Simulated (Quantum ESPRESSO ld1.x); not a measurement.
The numbers below are computed, except where a source is named.
W I, configuration [Xe] 4f14 5d3.75 6s2 7s0.25 (fractional occupations, a model configuration). Code: ld1.x of Quantum ESPRESSO 7.5. Model: Dirac Kohn-Sham, LDA (Slater exchange, Perdew-Zunger correlation), spin-unpolarised, spherical densities, point nucleus; open shells fill j = l - 1/2 first.

X-ray form factor f0, the Fourier transform of the density (f0(0) = 74):

| sin(theta)/lambda (1/angstrom) | f0 (electrons) |
|---|---|
| 0.05 | 72.608 |
| 0.1 | 69.719 |
| 0.15 | 66.127 |
| 0.2 | 62.447 |
| 0.25 | 58.885 |
| 0.3 | 55.475 |
| 0.4 | 49.165 |
| 0.5 | 43.642 |
| 0.6 | 38.900 |
| 0.8 | 31.296 |
| 1 | 25.598 |
| 1.25 | 20.643 |
| 1.5 | 17.510 |
| 2 | 13.861 |
